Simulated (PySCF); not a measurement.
Al(H)2(NMe2) (C₂H₈AlN), SMILES [N](C)([AlH2])C. Geometry: PBE0-D3(BJ)/def2-SVP. The structure was generated by enumeration; whether it is a known compound was not checked.

Level of theory: PBE0-D3(BJ)/def2-SVP (PySCF).

Harmonic wavenumbers (cm⁻¹): 211, 225, 240, 276, 310, 360, 544, 585, 647, 771, 1038, 1088, 1110, 1167, 1254, 1313, 1428, 1450, 1455, 1458, 1478, 1501, 1939, 1947, 2983, 2989, 3041, 3050, 3132, 3132. Rotational constants (GHz): 8.844, 4.388, 3.045; symmetry number 2.

Task: Work out the zero-point energy and the ideal-gas rigid-rotor harmonic-oscillator thermochemistry at 298.15 K and 1 atm.

Result: ZPE = ½ Σ hcν = ½ × 42122 cm⁻¹ = 60.22 kcal/mol. H − E(el) = 64.80 kcal/mol. Entropy in cal/(mol K): translation 38.78, rotation 24.03, vibration 11.83, total 74.65. G − E(el) = 42.54 kcal/mol. Cp = 24.12 cal/(mol K).
